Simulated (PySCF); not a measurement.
## Computed vibrations of TlF

TlF (singlet). PySCF 2.14.0, RKS B3LYP, Tl def2-SVP with ECP60, F def2-SVP; non-relativistic Hamiltonian with scalar-relativistic core potentials where named; density fitting; no spin-orbit coupling. Central differences of gradients.

```xyz
2

Tl    0.0000    0.0000   -0.1785
F     0.0000    0.0000    1.9260
```

Run from Python with OMP_NUM_THREADS=2. Where DIIS fails, smearing, a level shift and second-order steps follow.
It took 3.3 s on 2 threads of Arm Neoverse N1, with other jobs on the host.

**Question.** What are the harmonic wavenumbers and infrared intensities?

**Answer.** Modes are labelled in C∞v; negative numbers are unstable modes, those under 60 cm⁻¹ near the noise; a finer grid moves soft modes by up to 10 cm⁻¹.
| cm⁻¹ | km/mol | symmetry |
| --- | --- | --- |
| 497 | 86.9 | σ+ |

**Question.** Is this a minimum?

**Answer.** Yes. Ideal gas at 298.15 K and 1 bar: S = 244.4 J/(mol K), Cp = 34.4 J/(mol K), H − H(0 K) = 9.3 kJ/mol (rigid rotor, harmonic modes, spin degeneracy alone).
